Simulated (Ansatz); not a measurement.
Species: C7H13, charge 0, multiplicity 2. It need not be the lowest isomer of its formula. 
Geometry from a B3LYP-D3(BJ)/def2-TZVP (Ansatz, a program for electronic structure) optimisation:
```
C
H 1 1.0924
H 1 1.0949 2 107.01
C 1 1.4955 2 110.17 3 -119.07
C 4 1.3270 1 125.22 2 -4.82
H 5 1.0826 4 121.75 1 -179.12
H 5 1.0845 6 116.83 4 179.79
H 4 1.0878 5 118.96 6 -0.51
C 1 1.5531 2 109.36 3 117.08
H 9 1.0922 1 108.24 2 63.43
H 9 1.0978 10 106.75 1 -115.53
C 9 1.4861 10 110.71 11 -119.68
H 12 1.0846 9 119.05 10 -22.51
C 12 1.4891 13 117.98 9 171.77
H 14 1.0944 12 109.70 13 179.10
H 14 1.0985 15 106.05 12 118.68
C 14 1.5383 15 109.37 16 116.17
H 17 1.0913 14 111.01 15 61.71
H 17 1.0918 18 107.68 14 -121.38
H 17 1.0923 18 108.26 19 -116.49
```
Charge 0, spin multiplicity 2.

Total electronic energies in hartree. Valence correlation only, unless marked. Open shells are spin-unrestricted. Spin-orbit coupling is left out. No relativistic terms. Basis-set limits of correlation are two-point, X^-3; Hartree-Fock from the larger set. [CCSD(T)-MP2]/basis is that difference in the basis named.

```
level                                                     program  energy (Eh)
-------------------------------------------------  --------------  -----------
RI-HF/cc-pVTZ                                              Ansatz   -272.67624
RI-HF/cc-pVQZ                                              Ansatz   -272.69348
SVWN5/def2-TZVPD                                           Ansatz   -271.98163
BLYP-D4/def2-TZVPD                                 Ansatz + dftd4   -274.46060
revPBE/def2-TZVPD                                          Ansatz   -274.50180
PBE0/def2-SVP                                              Ansatz   -273.95418
PBE0/def2-TZVP                                             Ansatz   -274.24462
PBE0/def2-QZVPP                                            Ansatz   -274.26432
BHLYP-D3(BJ)/def2-TZVPD                            Ansatz + dftd3   -274.43304
HSE06-D3(BJ)/def2-TZVPD                            Ansatz + dftd3          [?]
CAM-B3LYP-D4/def2-TZVPD                            Ansatz + dftd4          [?]
LC-wPBE-D3(BJ)/def2-TZVPD                          Ansatz + dftd3   -274.42660
LC-wPBE/def2-TZVPD                                         Ansatz   -274.41195
B2GP-PLYP-D3(BJ)/def2-TZVPD                        Ansatz + dftd3   -274.26396
B2PLYP-D4/def2-TZVPD                               Ansatz + dftd4   -274.32291
MP2/cc-pVDZ                                                Ansatz   -273.55805
RI-MP2/CBS(cc-pVTZ,cc-pVQZ)                                Ansatz    -273.9863
SCS-MP2/6-31G                                              Ansatz   -273.08984
CCSD/STO-3G                                                Ansatz   -269.81049
CCSD/6-31G*                                                Ansatz   -273.54642
CCSD/cc-pVTZ                                               Ansatz   -273.91994
CCSD(T)/cc-pVTZ                                            Ansatz   -273.97167
RI-MP2/CBS(cc-pVTZ,cc-pVQZ)+[CCSD(T)-MP2]/cc-pVTZ          Ansatz    -274.1135
```

### Question
Fill in the missing entries.

### Answer

- HSE06-D3(BJ)/def2-TZVPD, energy (Eh): -274.23829
- CAM-B3LYP-D4/def2-TZVPD, energy (Eh): -274.43630
